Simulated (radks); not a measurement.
Valence configurations of I I (all share [Kr]). Calculated with a radial shooting solver on a logarithmic mesh with Libxc functionals: scalar-relativistic Kohn-Sham, r2SCAN, spin-polarised, spherical densities, finite nucleus; open shells are filled with parallel spins first (spin-orbit coupling, left out, can overturn this in heavy ions); meta-GGA in the generalised Kohn-Sham scheme; Fermi nuclear charge, rms radius 4.75 fm. Energies are relative to 4d10 5s2 5p5; eigenvalues in eV for spin up.

valence,E (eV),moment (Bohr magnetons),e(4d),e(5p),e(5s)
4d10 5s2 5p5,0.000,1,-51.460,-7.735,-18.389
4d10 5s1.5 5p5.5,5.286,1,-52.190,-8.046,-18.875
4d9 5s2 5p6,46.541,1,-58.505,-8.552,-20.024
4d9.5 5s1.5 5p6,28.206,1,-55.692,-8.447,-19.680
4d10 5s1 5p6,10.547,1,-52.919,-8.364,-19.360
4d9.5 5s2 5p5.5,22.735,1,-54.987,-8.147,-19.217

NIST lists [Kr] 4d10 5s2 5p5 as the ground configuration; this level of theory agrees among the configurations tried. The energies are those of spherical high-spin densities, not of single terms.
